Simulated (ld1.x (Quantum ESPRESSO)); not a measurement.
# cerium, TM: configuration errors across variants

| Quantity | Value |
| --- | --- |
| Element | Ce |
| Generator | ld1.x (Quantum ESPRESSO) 7.5 |
| Type | norm-conserving Troullier–Martins (Kleinman–Bylander form) |
| Functional | PBEsol |
| Relativity | scalar-relativistic |
| Frozen core | [Xe] 4f1 |
| Valence charge | 3 |
| Reference configuration | 5d1 6s1 6p0 (charge +1) |
| Partial waves | 6s (bound): rc 3.75 bohr; 5d (bound): rc 3.90 bohr; 6p (bound, empty): rc 3.15 bohr |
| Local potential | the p channel |
| Core correction | none |

All-electron excitation energies from the reference (eV): (1) 5d1 6s2 6p0 -6.103; (2) 5d1 6s0 6p0 11.037; (3) 5d1 6s1.5 6p0 -3.646; (4) 5d2 6s0 6p0 0.152; (5) 5d1 6s0 6p1 3.074; (6) 5d0 6s2 6p1 -3.786; (7) 5d0 6s2 6p0 0.323.

A true bound ghost makes a file unfit for plane-wave use even where its test errors are small: the radial tests pick states by their node count and pass the ghost by.

Errors AE − PS in meV (a dash: test not solved or not reliable):

```csv
change,(1),(2),(3),(4),(5),(6),(7),bound ghosts
base,-12,+68,-2.9,+88,+50,+151,+159,"s, p (extra level of the local part)"
core correction a·sin(br)/r model core inside 1.24 bohr,-5.5,-32,-1.8,-86,-7.9,-75,-100,"s, p (extra level of the local part)"
core correction a·sin(br)/r model core inside 1.50 bohr,-5.5,-32,-1.8,-86,-7.9,-75,-100,"s, p (extra level of the local part)"
core correction a·sin(br)/r model core inside 2.30 bohr,-5.5,-32,-1.8,-82,-7.6,-71,-93,"s, p (extra level of the local part)"
core correction a·sin(br)/r model core inside 2.54 bohr,-5.5,-32,-1.8,-74,-7.6,-59,-80,"s, p (extra level of the local part)"
core correction a·sin(br)/r model core inside 2.76 bohr,-5.9,-33,-1.9,-60,-7.7,-38,-58,"s, p (extra level of the local part)"
core correction a·sin(br)/r model core inside 3.08 bohr,-8.0,-33,-2.6,-35,-7.6,-2.6,-21,"s, p (extra level of the local part)"
core correction a·sin(br)/r model core inside 3.50 bohr,-16,-29,-4.9,+12,-1.5,+42,+40,"s, p (extra level of the local part)"
core correction a·sin(br)/r model core inside 3.76 bohr,-19,-21,-5.9,+33,+9.0,+65,+70,"s, p (extra level of the local part)"
```

Q: Give the same row for: core correction a·sin(br)/r model core inside 1.84 bohr.

A: -5.5, -32, -1.8, -86, -7.7, -76, -100; bound ghosts: s, p (extra level of the local part).
